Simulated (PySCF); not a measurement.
**input.py for NaSn**

File input.py (PySCF 2.14):

```python
from pyscf import gto, dft
from pyscf.geomopt.geometric_solver import optimize

mol = gto.M(
    atom='Na 0 0 0; Sn 0 0 3.071',
    basis='def2-svpd',
    ecp={'Sn': 'def2-svpd'},
    charge=0,
    spin=3,
    verbose=4,
)
mf = dft.UKS(mol, xc='b3pw91')
mf.kernel()
g = mf.nuc_grad_method()
g.grid_response = True
mol_eq = optimize(g.as_scanner(), maxsteps=30)
print('optimised geometry (angstrom)')
print(mol_eq.tostring('raw'))
print('orbital energies (hartree):', [e[max(0, n-3):n+3].round(4) for e, n in zip(mf.mo_energy, mol.nelec)])
```

```bash
$ OMP_NUM_THREADS=1 python input.py
```

The log (some set-up lines and the per-cycle HOMO/LUMO lines with their warnings removed):

```
PySCF version 2.14.0

[INPUT] verbose = 4
[INPUT] num. atoms = 2
[INPUT] num. electrons = 33
[INPUT] charge = 0
[INPUT] spin (= nelec alpha-beta = 2S) = 3
[INPUT] symmetry False subgroup None
[INPUT] Mole.unit = angstrom
[INPUT] Symbol           X                Y                Z      unit          X                Y                Z       unit  Magmom
[INPUT]  1 Na     0.000000000000   0.000000000000   0.000000000000 AA    0.000000000000   0.000000000000   0.000000000000 Bohr   0.0
[INPUT]  2 Sn     0.000000000000   0.000000000000   3.071000000000 AA    0.000000000000   0.000000000000   5.803348928539 Bohr   0.0

nuclear repulsion = 41.7000602548486
number of shells = 20
number of NR pGTOs = 103
number of NR cGTOs = 50
basis = def2-svpd
ecp = {'Sn': 'def2-svpd'}

******** <class 'pyscf.dft.uks.UKS'> ********
method = UKS
initial guess = minao
damping factor = 0
level_shift factor = 0
DIIS = <class 'pyscf.scf.diis.CDIIS'>
diis_start_cycle = 1
diis_space = 8
diis_damp = 0
SCF conv_tol = 1e-09
SCF conv_tol_grad = None
SCF max_cycles = 50
direct_scf = True
direct_scf_tol = 1e-13
number electrons alpha = 18  beta = 15
XC library pyscf.dft.libxc version 7.0.0
    S. Lehtola, C. Steigemann, M. J.T. Oliveira, and M. A.L. Marques.,  SoftwareX 7, 1–5 (2018)
XC functionals = b3pw91
    A. D. Becke.,  J. Chem. Phys. 98, 5648 (1993)
radial grids:
    Treutler-Ahlrichs [JCP 102, 346 (1995); DOI:10.1063/1.469408] (M4) radial grids

becke partition: Becke, JCP 88, 2547 (1988); DOI:10.1063/1.454033
pruning grids: <function nwchem_prune>
grids dens level: 3
symmetrized grids: False
atomic radii adjust function: <function treutler_atomic_radii_adjust>
small_rho_cutoff = 0
Set gradient conv threshold to 3.16228e-05
tot grids = 40064
init E= -353.936845774199

cycle= 1 E= -375.68707650073  delta_E= -21.8  |g|= 1.49  |ddm|= 5.85

cycle= 2 E= -374.424017582838  delta_E= 1.26  |g|= 1.67  |ddm|= 5.46
cycle= 3 E= -376.480937318776  delta_E= -2.06  |g|= 0.267  |ddm|= 2.77
cycle= 4 E= -376.568148021075  delta_E= -0.0872  |g|= 0.143  |ddm|= 1.27
cycle= 5 E= -376.589391514941  delta_E= -0.0212  |g|= 0.0318  |ddm|= 0.335
cycle= 6 E= -376.590323438057  delta_E= -0.000932  |g|= 0.00782  |ddm|= 0.0832
cycle= 7 E= -376.590425629871  delta_E= -0.000102  |g|= 0.00205  |ddm|= 0.0353
cycle= 8 E= -376.590432400374  delta_E= -6.77e-06  |g|= 0.000129  |ddm|= 0.00787
cycle= 9 E= -376.590432497962  delta_E= -9.76e-08  |g|= 4.16e-05  |ddm|= 0.00118
cycle= 10 E= -376.590432505392  delta_E= -7.43e-09  |g|= 7.79e-06  |ddm|= 0.000317
cycle= 11 E= -376.590432505678  delta_E= -2.87e-10  |g|= 6.57e-07  |ddm|= 7.39e-05
Extra cycle  E= -376.59043250568  delta_E= -1.82e-12  |g|= 2.19e-07  |ddm|= 4.61e-06
converged SCF energy = -376.59043250568  <S^2> = 3.7515999  2S+1 = 4.0007999
Create scanner for <class 'pyscf.grad.uks.Gradients'>
Create scanner for <class 'pyscf.dft.uks.UKS'>
input.py

Current date and time:

#|     Arguments passed to driver run_optimizer():      |#
customengine              <pyscf.geomopt.geometric_solver.PySCFEngine object>
logIni                    <dir>
maxiter                   30
----------------------------------------------------------
Custom engine selected.
Bonds will be generated from interatomic distances less than 1.20 times sum of covalent radii
Creating artificial bond to isolated atom: 1-2
Creating artificial bond to isolated atom: 2-1
6 internal coordinates being used (instead of 6 Cartesians)
Internal coordinate system (atoms numbered from 1):
Distance 1-2
Translation-X 1-2
Translation-Y 1-2
Translation-Z 1-2
Rotation-A 1-2
Rotation-B 1-2
Rotation-C 1-2
<class 'geometric.internal.Distance'> : 1
<class 'geometric.internal.TranslationX'> : 1
<class 'geometric.internal.TranslationY'> : 1
<class 'geometric.internal.TranslationZ'> : 1
<class 'geometric.internal.RotationA'> : 1
<class 'geometric.internal.RotationB'> : 1
<class 'geometric.internal.RotationC'> : 1
> ===== Optimization Info: ====
> Job type: Energy minimization
> Maximum number of optimization cycles: 30
> Initial / maximum trust radius (Angstrom): 0.100 / 0.300
> Convergence Criteria:
> Will converge when all 5 criteria are reached:
>  |Delta-E| < 1.00e-06
>  RMS-Grad  < 3.00e-04
>  Max-Grad  < 4.50e-04
>  RMS-Disp  < 1.20e-03
>  Max-Disp  < 1.80e-03
> === End Optimization Info ===

Geometry optimization cycle 1
Cartesian coordinates (Angstrom)
 Atom        New coordinates             dX        dY        dZ
  Na   0.000000   0.000000   0.000000    0.000000  0.000000  0.000000
  Sn   0.000000   0.000000   3.071000    0.000000  0.000000  0.000000

WARN: Mole.unit (angstrom) is changed to Bohr

New geometry
   1 Na     0.000000000000   0.000000000000   0.000000000000 AA    0.000000000000   0.000000000000   0.000000000000 Bohr
   2 Sn     0.000000000000   0.000000000000   3.071000000000 AA    0.000000000000   0.000000000000   5.803348928539 Bohr

******** <class 'pyscf.scf.hf.UKS_Scanner'> ********
method = UKS_Scanner
initial guess = minao
damping factor = 0
level_shift factor = 0
DIIS = <class 'pyscf.scf.diis.CDIIS'>
diis_start_cycle = 1
diis_space = 8
diis_damp = 0
SCF conv_tol = 1e-09
SCF conv_tol_grad = None
SCF max_cycles = 50
direct_scf = True
direct_scf_tol = 1e-13
number electrons alpha = 18  beta = 15
XC library pyscf.dft.libxc version 7.0.0
    S. Lehtola, C. Steigemann, M. J.T. Oliveira, and M. A.L. Marques.,  SoftwareX 7, 1–5 (2018)
XC functionals = b3pw91
    A. D. Becke.,  J. Chem. Phys. 98, 5648 (1993)
radial grids:
    Treutler-Ahlrichs [JCP 102, 346 (1995); DOI:10.1063/1.469408] (M4) radial grids

becke partition: Becke, JCP 88, 2547 (1988); DOI:10.1063/1.454033
pruning grids: <function nwchem_prune>
grids dens level: 3
symmetrized grids: False
atomic radii adjust function: <function treutler_atomic_radii_adjust>
small_rho_cutoff = 0
Set gradient conv threshold to 3.16228e-05
tot grids = 40064
init E= -376.59043250568
cycle= 1 E= -376.590432505682  delta_E= -1.36e-12  |g|= 8.54e-08  |ddm|= 1.2e-06
Extra cycle  E= -376.590432505681  delta_E= 5.68e-13  |g|= 5.63e-08  |ddm|= 5.21e-07
converged SCF energy = -376.590432505681  <S^2> = 3.7515999  2S+1 = 4.0007999

******** <class 'pyscf.grad.rhf.Gradients_Scanner'> for <class 'pyscf.scf.hf.UKS_Scanner'> ********
unit = Eh/Bohr
grid_response = True
--------------- UKS_Scanner gradients ---------------
         x                y                z
0 Na    -0.0000000000    -0.0000000000    -0.0046808527
1 Sn     0.0000000000     0.0000000000     0.0046808527
----------------------------------------------
cycle 1: E = -376.590432506  dE = -376.59  norm(grad) = 0.00661973
Step    0 : Gradient = 4.681e-03/4.681e-03 (rms/max) Energy = -376.5904325057
Hessian Eigenvalues: 5.00000e-02 5.00000e-02 5.00000e-02 ... 5.00000e-02 5.00000e-02 1.00000e-01

Geometry optimization cycle 2
Cartesian coordinates (Angstrom)
 Atom        New coordinates             dX        dY        dZ
  Na   0.000000   0.000000   0.012385    0.000000  0.000000  0.012385
  Sn  -0.000000  -0.000000   3.058615   -0.000000 -0.000000 -0.012385
New geometry
   1 Na     0.000000000000   0.000000000000   0.012385002958 AA    0.000000000000   0.000000000000   0.023404263642 Bohr
   2 Sn    -0.000000000000  -0.000000000000   3.058614997042 AA   -0.000000000000  -0.000000000000   5.779944664897 Bohr

******** <class 'pyscf.scf.hf.UKS_Scanner'> ********
method = UKS_Scanner
initial guess = minao
damping factor = 0
level_shift factor = 0
DIIS = <class 'pyscf.scf.diis.CDIIS'>
diis_start_cycle = 1
diis_space = 8
diis_damp = 0
SCF conv_tol = 1e-09
SCF conv_tol_grad = None
SCF max_cycles = 50
direct_scf = True
direct_scf_tol = 1e-13
number electrons alpha = 18  beta = 15
XC library pyscf.dft.libxc version 7.0.0
    S. Lehtola, C. Steigemann, M. J.T. Oliveira, and M. A.L. Marques.,  SoftwareX 7, 1–5 (2018)
XC functionals = b3pw91
    A. D. Becke.,  J. Chem. Phys. 98, 5648 (1993)
radial grids:
    Treutler-Ahlrichs [JCP 102, 346 (1995); DOI:10.1063/1.469408] (M4) radial grids

becke partition: Becke, JCP 88, 2547 (1988); DOI:10.1063/1.454033
pruning grids: <function nwchem_prune>
grids dens level: 3
symmetrized grids: False
atomic radii adjust function: <function treutler_atomic_radii_adjust>
small_rho_cutoff = 0
Set gradient conv threshold to 3.16228e-05
tot grids = 40064
init E= -376.591658876385
cycle= 1 E= -376.590633474864  delta_E= 0.00103  |g|= 0.000693  |ddm|= 0.00953
cycle= 2 E= -376.590634321699  delta_E= -8.47e-07  |g|= 0.000644  |ddm|= 0.0045
cycle= 3 E= -376.590634671096  delta_E= -3.49e-07  |g|= 0.000111  |ddm|= 0.00156
cycle= 4 E= -376.590634689528  delta_E= -1.84e-08  |g|= 3.82e-05  |ddm|= 0.000317
cycle= 5 E= -376.590634693934  delta_E= -4.41e-09  |g|= 2.22e-05  |ddm|= 0.00023
cycle= 6 E= -376.590634694722  delta_E= -7.88e-10  |g|= 3.18e-06  |ddm|= 8.15e-05
Extra cycle  E= -376.590634694741  delta_E= -1.9e-11  |g|= 2.79e-06  |ddm|= 1.56e-05
converged SCF energy = -376.590634694741  <S^2> = 3.7515985  2S+1 = 4.0007991

[part of the log left out]

Geometry optimization cycle 5
Cartesian coordinates (Angstrom)
 Atom        New coordinates             dX        dY        dZ
  Na  -0.000000   0.000000   0.066356    0.000000 -0.000000  0.002056
  Sn   0.000000  -0.000000   3.004644   -0.000000  0.000000 -0.002056
New geometry
   1 Na    -0.000000000000   0.000000000000   0.066356231567 AA   -0.000000000000   0.000000000000   0.125395104320 Bohr
   2 Sn     0.000000000000  -0.000000000000   3.004643768434 AA    0.000000000000  -0.000000000000   5.677953824221 Bohr

******** <class 'pyscf.scf.hf.UKS_Scanner'> ********
method = UKS_Scanner
initial guess = minao
damping factor = 0
level_shift factor = 0
DIIS = <class 'pyscf.scf.diis.CDIIS'>
diis_start_cycle = 1
diis_space = 8
diis_damp = 0
SCF conv_tol = 1e-09
SCF conv_tol_grad = None
SCF max_cycles = 50
direct_scf = True
direct_scf_tol = 1e-13
number electrons alpha = 18  beta = 15
XC library pyscf.dft.libxc version 7.0.0
    S. Lehtola, C. Steigemann, M. J.T. Oliveira, and M. A.L. Marques.,  SoftwareX 7, 1–5 (2018)
XC functionals = b3pw91
    A. D. Becke.,  J. Chem. Phys. 98, 5648 (1993)
radial grids:
    Treutler-Ahlrichs [JCP 102, 346 (1995); DOI:10.1063/1.469408] (M4) radial grids

becke partition: Becke, JCP 88, 2547 (1988); DOI:10.1063/1.454033
pruning grids: <function nwchem_prune>
grids dens level: 3
symmetrized grids: False
atomic radii adjust function: <function treutler_atomic_radii_adjust>
small_rho_cutoff = 0
Set gradient conv threshold to 3.16228e-05
tot grids = 40064
init E= -376.591228104421
cycle= 1 E= -376.591060434492  delta_E= 0.000168  |g|= 9.29e-05  |ddm|= 0.00186
cycle= 2 E= -376.59106045289  delta_E= -1.84e-08  |g|= 8.43e-05  |ddm|= 0.000692
cycle= 3 E= -376.591060459201  delta_E= -6.31e-09  |g|= 1.66e-05  |ddm|= 0.000221
cycle= 4 E= -376.591060459604  delta_E= -4.04e-10  |g|= 5.46e-06  |ddm|= 4.88e-05
Extra cycle  E= -376.591060459688  delta_E= -8.36e-11  |g|= 4.18e-06  |ddm|= 2.8e-05
converged SCF energy = -376.591060459688  <S^2> = 3.7515923  2S+1 = 4.0007961

******** <class 'pyscf.grad.rhf.Gradients_Scanner'> for <class 'pyscf.scf.hf.UKS_Scanner'> ********
unit = Eh/Bohr
grid_response = True
--------------- UKS_Scanner gradients ---------------
         x                y                z
0 Na    -0.0000000000    -0.0000000000    -0.0000062674
1 Sn     0.0000000000     0.0000000000     0.0000062674
----------------------------------------------
cycle 5: E = -376.59106046  dE = -7.40111e-07  norm(grad) = 8.86339e-06
Step    4 : Displace = 2.056e-03/2.056e-03 (rms/max) Trust = 2.828e-01 (+) Grad = 6.267e-06/6.267e-06 (rms/max) E (change) = -376.5910604597 (-7.401e-07) Quality = 1.048
Hessian Eigenvalues: 2.25884e-02 5.00000e-02 5.00000e-02 ... 5.00000e-02 5.00000e-02 5.00000e-02

Geometry optimization cycle 6
Cartesian coordinates (Angstrom)
 Atom        New coordinates             dX        dY        dZ
  Na  -0.000000   0.000000   0.066430    0.000000  0.000000  0.000073
  Sn   0.000000  -0.000000   3.004570   -0.000000 -0.000000 -0.000073
New geometry
   1 Na    -0.000000000000   0.000000000000   0.066429644163 AA   -0.000000000000   0.000000000000   0.125533834020 Bohr
   2 Sn     0.000000000000  -0.000000000000   3.004570355839 AA    0.000000000000  -0.000000000000   5.677815094522 Bohr

******** <class 'pyscf.scf.hf.UKS_Scanner'> ********
method = UKS_Scanner
initial guess = minao
damping factor = 0
level_shift factor = 0
DIIS = <class 'pyscf.scf.diis.CDIIS'>
diis_start_cycle = 1
diis_space = 8
diis_damp = 0
SCF conv_tol = 1e-09
SCF conv_tol_grad = None
SCF max_cycles = 50
direct_scf = True
direct_scf_tol = 1e-13
number electrons alpha = 18  beta = 15
XC library pyscf.dft.libxc version 7.0.0
    S. Lehtola, C. Steigemann, M. J.T. Oliveira, and M. A.L. Marques.,  SoftwareX 7, 1–5 (2018)
XC functionals = b3pw91
    A. D. Becke.,  J. Chem. Phys. 98, 5648 (1993)
radial grids:
    Treutler-Ahlrichs [JCP 102, 346 (1995); DOI:10.1063/1.469408] (M4) radial grids

becke partition: Becke, JCP 88, 2547 (1988); DOI:10.1063/1.454033
pruning grids: <function nwchem_prune>
grids dens level: 3
symmetrized grids: False
atomic radii adjust function: <function treutler_atomic_radii_adjust>
small_rho_cutoff = 0
Set gradient conv threshold to 3.16228e-05
tot grids = 40064
init E= -376.591066429661
cycle= 1 E= -376.591060460876  delta_E= 5.97e-06  |g|= 5e-06  |ddm|= 7.46e-05
cycle= 2 E= -376.59106046091  delta_E= -3.39e-11  |g|= 3.83e-06  |ddm|= 2.12e-05
Extra cycle  E= -376.591060460914  delta_E= -3.81e-12  |g|= 3.14e-06  |ddm|= 1.43e-05
converged SCF energy = -376.591060460914  <S^2> = 3.7515924  2S+1 = 4.0007961

******** <class 'pyscf.grad.rhf.Gradients_Scanner'> for <class 'pyscf.scf.hf.UKS_Scanner'> ********
unit = Eh/Bohr
grid_response = True
--------------- UKS_Scanner gradients ---------------
         x                y                z
0 Na     0.0000000000    -0.0000000000    -0.0000001815
1 Sn    -0.0000000000     0.0000000000     0.0000001815
----------------------------------------------
cycle 6: E = -376.591060461  dE = -1.2256e-09  norm(grad) = 2.56677e-07
Step    5 : Displace = 7.341e-05/7.341e-05 (rms/max) Trust = 3.000e-01 (+) Grad = 1.815e-07/1.815e-07 (rms/max) E (change) = -376.5910604609 (-1.226e-09) Quality = 1.410
Hessian Eigenvalues: 2.25884e-02 5.00000e-02 5.00000e-02 ... 5.00000e-02 5.00000e-02 5.00000e-02
Converged! =D

    #| If this code has benefited your research, please support us by citing: |#
    #| Wang, L.-P.; Song, C.C. (2016) "Geometry optimization made simple with |#
    #| translation and rotation coordinates", J. Chem, Phys. 144, 214108.     |#
    #|                                     |#
optimised geometry (angstrom)
Na         -0.00000000        0.00000000        0.06642964
Sn          0.00000000       -0.00000000        3.00457036
orbital energies (hartree): [array([-0.1698, -0.1415, -0.1415, -0.0692, -0.0126, -0.0126]), array([-0.9511, -0.9511, -0.333 , -0.0816, -0.0375, -0.0375])]
```

In short: E(SCF) = -376.590433 Eh, 11 cycles, ⟨S²⟩ = 3.752, all at the start geometry; optimised bond 2.938 Å with E = -376.591060 Eh after 6 steps.

It ran on Intel Xeon 6975P-C (1 thread, shared host) in 17 s, peak memory 0.31 GiB.

The last line lists the levels of the start geometry. No search for the lowest solution was made.
